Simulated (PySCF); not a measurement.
## Working out the ionisation energy of As

As [Ar] 3d10 4s2 4p3 (4S) → As+ [Ar] 3d10 4s2 4p2 (3P). Computed with PySCF 2.14 in pcseg-2 (6s5p3d1f, 43 functions), with no relativity, point nucleus. Frozen: [Ar] 3d10. Energies in hartree (1 hartree = 27.21139 eV):

```
            part    As (lower)   As+ (upper)
             UHF  -2234.209436  -2233.862054
CCSD correlation     -0.085263     -0.069167
             (T)     -0.002784     -0.001642
```

Q: What does Hartree-Fock give?

A: (-2233.862054) − (-2234.209436) = 0.347382 hartree = 9.453 eV.

Q: What do CCSD and CCSD(T) give?

A: The CCSD correlation energies differ by 0.016096 hartree = 0.438 eV and the triples by 0.001142 hartree = 0.031 eV, so CCSD gives 9.891 eV and CCSD(T) 9.922 eV.

Measured between the centres of the two terms (NIST): 10.008 eV, so CCSD(T) (valence) is off by -0.086 eV.

The calculation is non-relativistic.

What remains against the reference includes basis incompleteness, the frozen core and higher excitations.
